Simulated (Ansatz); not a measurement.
Program: Ansatz. Geometries: PBE0-D4/def2-TZVP. ΔE: electronic, gas phase. CBS: MP2 limit from def2 TZ/QZ plus the TZ coupled-cluster correction, frozen cores. This one scheme is used for every species. Functionals use def2-TZVPP. B3LYP here is the variant with VWN-RPA as its local correlation; programs differ in this. HSE06 is defined as in plane-wave codes. One conformer a species, not always the lowest.

Reaction (ligand exchange at the Al–C bond): `C=[CH][AlH][NH2]` + CH₃NH₂ → `C[NH][AlH][NH2]` + ethylene

`C=[CH][AlH][NH2]`:

Z-matrix (Å, degrees):
```
C
C 1 1.335
H 1 1.089 2 122.9
H 1 1.088 2 122.2 3 180.0
Al 2 1.944 1 123.1 3 -179.9
H 2 1.091 1 116.0 3 -0.0
N 5 1.769 2 119.0 1 -1.3
H 5 1.585 2 123.5 1 178.7
H 7 1.007 5 126.3 2 -0.4
H 7 1.007 5 123.7 2 179.8
```

CH₃NH₂:

Z-matrix (Å, degrees):
```
C
N 1 1.453
H 1 1.092 2 109.4
H 1 1.100 2 115.4 3 -121.6
H 1 1.092 2 109.4 3 116.8
H 2 1.012 1 110.6 3 62.6
H 2 1.012 1 110.6 3 -179.3
```

`C[NH][AlH][NH2]`:

Z-matrix (Å, degrees):
```
C
N 1 1.445
H 1 1.097 2 112.6
H 1 1.097 2 112.6 3 121.8
H 1 1.093 2 110.2 3 -119.1
Al 2 1.771 1 129.3 3 118.4
H 2 1.009 1 112.0 3 -61.4
N 6 1.770 2 120.2 1 0.0
H 6 1.580 2 119.6 1 179.9
H 8 1.007 6 123.3 2 179.8
H 8 1.006 6 126.7 2 -0.2
```

`C=C`:

Cartesian coordinates in Å:
```
C 0.491 0.256 -0.361
C -0.491 -0.256 0.361
H 1.434 0.551 0.087
H 0.395 0.402 -1.432
H -1.434 -0.551 -0.087
H -0.395 -0.402 1.432
```

| level | ΔE (kcal/mol) | difference from CCSD(T)/CBS |
| --- | --- | --- |
| LDA (SPW92) | -19.4 | 0.2 |
| PBE-D4 | -18.2 | 1.4 |
| revPBE-D4 | -18.0 | 1.6 |
| BLYP-D4 | -19.5 | 0.1 |
| r2SCAN-D4 | -19.6 | 0.0 |
| B3LYP-D4 | -19.8 | -0.2 |
| r2SCANh-D4 | -19.6 | 0.0 |
| r2SCAN0-D4 | -19.6 | 0.0 |
| HSE06-D4 | -18.4 | 1.2 |
| BHLYP-D4 | -20.2 | -0.6 |
| CAM-B3LYP-D4 | -20.4 | -0.8 |
| ωB97X-V | -19.3 | 0.3 |
| ωB97M-V | -19.3 | 0.3 |
| B2PLYP | -19.9 | -0.3 |
| PBE-QIDH | -19.1 | 0.5 |
| PBE | -18.0 | 1.6 |
| revPBE | -17.5 | 2.1 |
| BLYP | -19.3 | 0.3 |
| r2SCAN | -19.5 | 0.1 |
| PBE0 | -18.4 | 1.2 |
| B3LYP | -19.6 | 0.0 |
| r2SCANh | -19.5 | 0.1 |
| r2SCAN0 | -19.6 | 0.0 |
| HSE06 | -18.3 | 1.3 |
| BHLYP | -20.1 | -0.5 |
| LC-ωPBE | -19.4 | 0.2 |
| RPA@PBE/def2-TZVPP | -18.7 | 0.9 |
| HF/def2-SVP | -19.7 | -0.1 |
| MP2/def2-SVP | -20.0 | -0.4 |
| CCSD/def2-SVP | -19.9 | -0.3 |
| CCSD(T)/def2-SVP | -19.6 | 0.0 |
| HF/def2-TZVPP | -20.0 | -0.4 |
| SCS-MP2/def2-TZVPP | -20.0 | -0.4 |
| CCSD(T)/def2-TZVPP | -19.5 | 0.1 |
| HF/def2-QZVPP | -20.2 | -0.6 |
| MP2/def2-QZVPP | -20.1 | -0.5 |
| SCS-MP2/def2-QZVPP | -20.1 | -0.5 |
| HF/CBS(def2) | -20.2 | -0.6 |
| MP2/CBS(def2) | -20.1 | -0.5 |
| CCSD/CBS(def2) | -19.9 | -0.3 |
| CCSD(T)/CBS | -19.6 | 0 |

Largest T1 diagnostic among the species: 0.012.

From BLYP to BHLYP (50 % exact exchange), in def2-TZVPP and without D4, ΔE moves by −0.9 kcal/mol. Leaving LDA and LC-ωPBE aside and taking each functional with its dispersion term where it has one, the values spread over 2.5 kcal/mol, from CAM-B3LYP-D4 to revPBE-D4. LDA lies −1.4 kcal/mol from PBE without D4.
